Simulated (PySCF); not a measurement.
## Simulated absorption spectrum

C5H11OP.
SMILES with atom numbers: `[CH3:1][O:2][C@@H:3]1[CH2:4][PH:5][C@H:6]1[CH3:7]` (hydrogens: H8, H9, H10 on C1; H11 on C3; H12, H13 on C4; H14 on P5; H15 on C6; H16, H17, H18 on C7)

Level of theory: PySCF 2.14.0, density-fitted response routines, TDDFT B3LYP/def2-SVPD, vertical, gas phase, core orbitals frozen in the response. Geometry: GFN2-xTB, one conformer, isolated molecule.

Computed states:

```csv
state,E (eV),f
S1,5.79,0.043
S2,6.17,0.033
S3,6.58,0.0078
S4,6.68,0.0033
S5,6.86,0.066
S6,6.89,0.014
S7,6.96,0.0068
S8,7.29,0.024
```

Broadening: Gaussians 0.4 eV wide at half height, area fixed by f = 4.319×10⁻⁹ ∫ε dν̃. The cross-section is σ = 3.8235×10⁻²¹ ε cm², given in Mb (10⁻¹⁸ cm²). The width is an assumption, not a result. The curve ends short of the highest state used, and states not computed would add to its high-energy end.

**Question.** Give the broadened spectrum and its maxima.

**Answer.** 
| λ (nm) | σ (Mb) |
| --- | --- |
| 185.4 | 14.84 |
| 186.7 | 11.70 |
| 187.9 | 9.21 |
| 189.1 | 7.27 |
| 190.4 | 5.86 |
| 191.6 | 5.18 |
| 192.9 | 5.05 |
| 194.1 | 5.39 |
| 195.3 | 6.06 |
| 196.6 | 6.99 |
| 197.8 | 7.90 |
| 199.1 | 8.78 |
| 200.3 | 9.40 |
| 201.5 | 9.82 |
| 202.8 | 10.07 |
| 204.0 | 10.19 |
| 205.3 | 10.31 |
| 206.5 | 10.49 |
| 207.8 | 10.80 |
| 209.0 | 11.17 |
| 210.2 | 11.55 |
| 211.5 | 11.87 |
| 212.7 | 11.98 |
| 214.0 | 11.82 |
| 215.2 | 11.36 |
| 216.4 | 10.62 |
| 217.7 | 9.56 |
| 218.9 | 8.40 |
| 220.2 | 7.07 |
| 221.4 | 5.84 |
| 222.6 | 4.69 |
| 223.9 | 3.58 |
| 225.1 | 2.72 |
| 226.4 | 1.95 |
| 227.6 | 1.40 |
| 228.8 | 0.98 |
| 230.1 | 0.65 |
| 231.3 | 0.43 |
| 232.6 | 0.27 |
| 233.8 | 0.17 |
| 235.0 | 0.11 |
| 236.3 | 0.06 |
| 237.5 | 0.04 |
| 238.8 | 0.02 |

Maxima: 213 nm (5.83 eV), ε about 3100, made up of S1 (90%) (ε in L mol⁻¹ cm⁻¹; maxima over ε = 5, shares over 10%). At its high-energy end, 6.69 eV, the curve is still rising (ε about 3900, from S3, S5 and S6).

**Question.** Does any computed singlet lie in the visible range?

**Answer.** No computed singlet lies in the visible range (380 to 750 nm); the lowest, at 214 nm, stands 2.53 eV above its violet end (3.26 eV).

**Question.** What would ε be at 5.83 eV, the highest of these maxima, with half the width (0.2 eV)?

**Answer.** About 5260 L mol⁻¹ cm⁻¹ against 3130, a factor of about 1.7; a lone state at its own centre would give exactly 2.

**Question.** Coming from long wavelengths, where does ε first pass 100 L mol⁻¹ cm⁻¹?

**Answer.** At about 232 nm (5.35 eV), 0.44 eV below S1.
